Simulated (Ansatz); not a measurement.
Gas-phase electronic energies from Ansatz, PBE0-D4/def2-TZVP geometries. CCSD(T)/CBS is the MP2 limit (def2-TZVPP, def2-QZVPP) plus CCSD(T) − MP2 in def2-TZVPP, frozen cores. This one scheme is used for every species, atoms too. DFT in def2-TZVPP. B3LYP here is the variant with VWN-RPA as its local correlation; programs differ in this. HSE06 is defined as in plane-wave codes. Open shells (•) are unrestricted, without spin–orbit coupling. Spin–orbit coupling would lower the free atoms: a little for Al, C, F, O. Each species was taken in one conformer, which may not be the lowest.

Consider the atomization: `[OH][Al-]1([OH])[O]C(C(F)(F)F)=CC(C(F)(F)F)=[O+]1` → Al• + 5 C• + 6 F• + 3 H• + 4 O•.

```
             level  ΔE (kJ/mol)  difference from CCSD(T)/CBS
       LDA (SPW92)      10493.2                       1824.3
            PBE-D4       9078.9                        410.0
           BLYP-D4       8734.7                         65.8
           PBE0-D4       8721.3                         52.4
          B3LYP-D4       8615.0                        -53.9
          PBE-QIDH       8619.4                        -49.5
            revPBE       8550.4                       -118.5
              PBE0       8671.9                          3.0
           r2SCAN0       8453.1                       -215.8
             HSE06       8685.0                         16.1
           LC-ωPBE       8733.1                         64.2
      MP2/def2-SVP       8603.6                        -65.3
     CCSD/def2-SVP       8082.7                       -586.2
    MP2/def2-TZVPP       8842.2                        173.3
CCSD(T)/def2-TZVPP       8407.4                       -261.5
    CCSD/CBS(def2)       8457.6                       -211.3
       CCSD(T)/CBS       8668.9                            0
```

Largest T1 diagnostic among the species: 0.018.

The D4 term adds +91.1 kJ/mol with B3LYP and +49.4 kJ/mol with PBE0; it sums over pairs of atoms, weighted by their polarisabilities, and B3LYP, whose exchange is more repulsive, gets the larger term. From BLYP to BHLYP (50 % exact exchange), in def2-TZVPP and without D4, ΔE moves by −529.9 kJ/mol: exact exchange takes away binding that semilocal exchange gives to molecules. At CCSD(T), def2-SVP lies −449.6 kJ/mol from the extrapolated value and def2-TZVPP −261.5 kJ/mol: correlation converges slowly with the basis, and small sets miss more of it in the bonded molecule than in its fragments.

For atomizations the MP2-based limit and the directly extrapolated one differ by several kJ/mol either way, and by 10 to 25 for some Ge, Se and Sn compounds, so smaller differences from it don't rank the levels.
